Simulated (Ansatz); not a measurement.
CH₆OSi₂, SMILES `[SiH3][SiH]1CO1`. Total charge 0; spin multiplicity 1.

```xyz
10

Si   -1.783   -0.096   -0.282
Si    0.314    0.455    0.569
C     1.844   -0.133   -0.208
O     1.314   -0.828    0.963
H    -2.688   -0.552    0.805
H    -2.382    1.100   -0.932
H    -1.623   -1.180   -1.285
H     0.373    1.613    1.497
H     1.836   -0.740   -1.110
H     2.795    0.362   -0.018
```

(1) What are the harmonic wavenumbers in cm⁻¹ at PBE0-D4/def2-TZVP (Ansatz, finite differences of forces, unscaled)? (Estimate.)

(2) Is this a minimum?

(3) Give the ideal-gas thermochemistry at 298.15 K and 1 bar (rigid rotor, harmonic oscillator; point group C1, symmetry number 1).

Answers

(1) The calculation gave: 89, 145, 164, 408, 488, 515, 599, 704, 741, 758, 822, 881, 931, 936, 1038, 1121, 1125, 1466, 2216, 2227, 2229, 2240, 3094, 3177.

(2) Yes, all 24 modes are real.

(3) Zero-point energy 168.2 kJ/mol; H(298) − E = 187.4 kJ/mol; entropy 329.4 J/(mol·K), of which translation 165.0, rotation 109.0, vibration 55.3; G(298) − E = 89.2 kJ/mol. Modes under 100 cm⁻¹ are hindered rotations or soft bends, so the harmonic entropy is rough.
